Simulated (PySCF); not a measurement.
Computed IR spectrum (relative IR intensity) of a molecule C2H6F2Si. Geometry: PBE-D3(BJ)/def2-SVP. Other conformers were not sampled. These are PBE-D3(BJ)/def2-SVP (PySCF) values and carry that method's errors. Frequencies are harmonic and unscaled.

Lines under 2 % of the strongest are left out, and lines within 2 cm⁻¹ are merged.

ν (cm⁻¹): 277 (w), 409 (w), 553 (m), 680 (m), 833 (w), 865 (m), 897 (vs), 917 (s), 971 (s), 1051 (m), 1101 (w), 1229 (w), 1287 (vw), 1336 (w), 1400 (w), 1427 (vw), 2169 (s), 2193 (s), 2948 (w), 2970 (w), 3061 (w), 3068 (w) (against the strongest line: vs over 80 %, s over 45 %, m over 15 %, w over 4 %, vw less)

Q: Identify the compound among the candidates.
(A) CC[SiH](F)F
(B) C[C@@H](F)[SiH2]F
(C) FC(F)C[SiH3]
(D) C[Si@H](F)CF

A: B, C[C@@H](F)[SiH2]F
